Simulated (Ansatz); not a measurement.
Cl3H3OSiSn (`[SiH3][O][Sn]([Cl])([Cl])[Cl]`), relaxed with RKS PBE-D4/def2-SVP in the Gaussian-basis code of Ansatz from a rough embedded geometry. The force threshold is 0.03 eV/Å; the program also tests the step.

The species carries charge 0 and has multiplicity 1. Sn: def2 effective core potential.

Start:

```xyz
9

Si   -0.412   -1.140    1.056
O    -0.824   -0.732   -0.565
Sn    0.205    0.925   -1.054
Cl   -0.400    2.645    0.299
Cl   -0.362    1.493   -3.284
Cl    2.522    0.485   -0.950
H    -1.098   -2.310    1.480
H    -0.741    0.015    1.897
H     1.111   -1.380    1.121
```

Question: How much energy does the relaxation release, and in how many steps? (Estimate.)

Answer: Computed: 0.33 eV, in 6 steps.

Question: Which bonds change most? (An estimate is asked.)

Answer: The calculation gave: Si1–H7 from 1.420 to 1.500 Å; Sn3–Cl4 from 2.270 to 2.345 Å; Si1–H9 from 1.543 to 1.505 Å; Si1–H8 from 1.467 to 1.505 Å.

Question: Give the relaxed structure. (Best estimate.)

Answer: Computed: 
```xyz
9

Si   -0.407   -1.224    1.158
O    -0.571   -0.539   -0.382
Sn    0.283    1.062   -1.165
Cl   -0.273    2.955    0.104
Cl   -0.533    1.266   -3.345
Cl    2.612    0.790   -1.183
H    -1.311   -2.420    1.179
H    -0.816   -0.245    2.226
H     1.016   -1.646    1.408
```
